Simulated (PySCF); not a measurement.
## Ionisation energy of Ta by level of theory

Ta [Xe] 4f14 5d3 6s2 (4F) → Ta⁺ [Xe] 4f14 5d3 6s1 (5F), as a difference of total energies. Computed with PySCF 2.14 in ANO-RCC-VTZP (8s7p5d3f2g1h, 104 functions), with the spin-free X2C one-electron Hamiltonian (Gaussian nucleus). Correlated levels: valence: [Xe] 4f14 frozen. The calculations carry no spin-orbit coupling.

| method | ionisation energy (eV) | plus first-order spin-orbit estimate | error of that sum (eV) |
| --- | --- | --- | --- |
| UHF | 5.758 | 5.744 | -1.806 |
| LDA | 7.774 | 7.760 | +0.210 |
| PBE | 7.390 | 7.376 | -0.174 |
| PBE0 | 7.163 | 7.149 | -0.401 |
| r2SCAN | 7.041 | 7.027 | -0.523 |
| MP2 (valence) | 6.782 | 6.767 | -0.783 |
| SCS-MP2 (valence) | 6.988 | 6.974 | -0.576 |

Reference: 7.550 eV (measured; NIST Atomic Spectra Database, ionization energies).

A first-order spin-orbit estimate (lowest level to lowest level, LS coupling) adds -0.014 eV.

Errors of the correlated levels include the incompleteness of this basis and the frozen core.

MP2 underrates the near-degeneracy of ns² with np² in the lower species.
